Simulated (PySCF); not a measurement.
Species: C₄H₄FNO.
Bonds: F1–C2, C2–C3, C3–C4 (aromatic), C4–C5 (aromatic), C5–O6 (aromatic), O6–N7 (aromatic), C3–N7 (aromatic). Hydrogens: H8, H9 on C2; H10 on C4; H11 on C5.

A PySCF run (density fitting, gas phase, GFN2-xTB geometry) gave HOMO -7.88 eV, LUMO -0.23 eV, dipole 1.77 D and E = -382.035 Eh.

Question: Which of these levels was it?
A. PBE0/3-21G
B. wB97X-D/def2-SVPD
C. PBE0/pcSseg-1

Answer: A. It is PBE0/3-21G. All candidates on this geometry:

```tsv
level and settings	kind	basis functions	SCF cycles	E (Eh)	HOMO (eV)	LUMO (eV)	dipole (D)
PBE0/pcSseg-1	global hybrid	139	14	-384.1283	-7.97	-0.61	1.64
PBE0/3-21G, grid level 3, fitting basis def2-qzvpp-jkfit	global hybrid	71	10	-382.0345	-7.88	-0.23	1.77
wB97X-D/def2-SVPD	range-separated hybrid	178	14	-384.1920	-9.86	1.10	1.70
```

The nearest other candidate, by the summed differences of HOMO and LUMO, is PBE0/pcSseg-1: its HOMO differs by -0.09 eV and its LUMO by -0.38 eV. wB97X-D ran without the empirical dispersion term, which would shift the total energy alone. Cycle counts include a coarse-grid stage where the run had one.

Conformer computed: `[F:1][CH2:2][c:3]1[cH:4][cH:5][o:6][n:7]1`: F1–C2–C3–C4 -19°.
